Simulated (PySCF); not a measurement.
Two structures of Si2H6ClF, closed shell, reached by relaxing down either side of one saddle point (PBE0-D4/def2-TZVP). Energies are electronic, without zero-point energy. Computed with PySCF 2.14 with density fitting (its default auxiliary sets; JK sets also for MP2 and CCSD(T)) (basis: def2-TZVPP and def2-QZVPP); correlated methods freeze the cores. Extrapolation: Hartree–Fock as exp(−7.88 √X), correlation as X^−2.97. First:

Si1  (-1.073, 0.557, 0.157)
Cl2  (-0.138, 2.040, -0.981)
H3  (-1.934, -0.209, -0.776)
H4  (-1.923, 1.279, 1.135)
Si5  (0.571, -0.748, 1.188)
H6  (0.745, 0.501, -2.319)
F7  (0.985, -0.333, -2.650)
H8  (1.398, 0.132, 2.054)
H9  (-0.104, -1.773, 2.027)
H10  (1.416, -1.401, 0.160)
(Å)

Second:

```
10
angstrom
Si -0.9239 -0.5321 -0.7166
Cl 2.0772 2.3779 -0.5765
H -0.8352 -1.8428 -1.4097
H -2.3528 -0.1850 -0.5085
Si 0.2766 -0.5321 1.2954
H 1.1675 1.8276 -1.2993
F -0.3222 0.5733 -1.7396
H 0.1528 0.7749 1.9880
H -0.3342 -1.5964 2.1393
H 1.7050 -0.8572 1.0545
```

(1) Which bonds change from the first to the second?

(2) Give the saddle point's structure and its height above each. (An estimate is asked for; the value comes from the calculation.)

No T1 diagnostic of these runs exceeds 0.013.

Results:

(1) Si₂H₅Cl ([SiH3][SiH2][Cl]) + HF → Si₂H₅F ([F][SiH2][SiH3]) + HCl; bonds formed: Si1–F7, Cl2–H6; bonds broken: Si1–Cl2, H6–F7.

(2) The calculation gives: 1.316 eV above the first and 1.572 eV above the second (CCSD(T) at an estimated basis limit (MP2 extrapolated from triple and quadruple zeta, plus CCSD(T) − MP2 in triple zeta)).
```
atom    x (Å)    y (Å)    z (Å)
 Si1  -0.7966   0.0563  -0.4405
 Cl2   0.4393   2.1220  -0.4525
  H3  -1.3180  -1.1330  -1.1762
  H4  -2.0119   0.8437  -0.1343
 Si5   0.5392  -0.7049   1.3123
  H6   0.5195   1.1511  -1.8949
  F7   0.1309   0.2752  -2.2169
  H8   0.5710   0.3010   2.4023
  H9   0.0180  -2.0006   1.8272
 H10   1.9087  -0.9108   0.7736
```

Labels in which every atom is bracketed show which atoms are joined, not bond orders.

For scale, one of the runs: CCSD(T)/def2-TZVPP, 241 basis functions, launched by `OMP_NUM_THREADS=4 python run.py`. The run took 24 min on 4 CPU threads of an Intel Xeon (shared host), with 4.5 GiB of host memory at its peak.
